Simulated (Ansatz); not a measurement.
Two isomers of GeH8OSi2: A = `O[SiH]([SiH3])[GeH3]`, B = `[OH][GeH]([SiH3])[SiH3]`.

Gas-phase electronic energies from Ansatz, PBE0-D4/def2-TZVP geometries. CCSD(T)/CBS is the MP2 limit (def2-TZVPP, def2-QZVPP) plus CCSD(T) − MP2 in def2-TZVPP, frozen cores. DFT in def2-TZVPP. B3LYP here is the variant with VWN-RPA as its local correlation; programs differ in this. For Ge outer-core shells are correlated without core-valence functions, which leaves a few kJ/mol of doubt a bond. Scalar relativity is left out up to krypton. Each species was taken in one conformer, which may not be the lowest.

Task: Which is lower in electronic energy at CCSD(T)/CBS, and by how much? (An estimate is asked.)

Result: The calculation gave: A, by 11.0 kcal/mol.

Task: Give E(B) − E(A) in kcal/mol with B3LYP, B3LYP-D4, PBE0-D4, CCSD/def2-TZVPP, MP2/def2-TZVPP, HF/def2-TZVPP, CCSD(T)/def2-TZVPP. (An estimate is asked.)

Result: The calculation gave: B3LYP 10.5, B3LYP-D4 10.7, PBE0-D4 11.4, CCSD/def2-TZVPP 10.5, MP2/def2-TZVPP 10.1, HF/def2-TZVPP 10.7, CCSD(T)/def2-TZVPP 10.3. None reverses the order clearly.

Largest T1 diagnostic: 0.013.
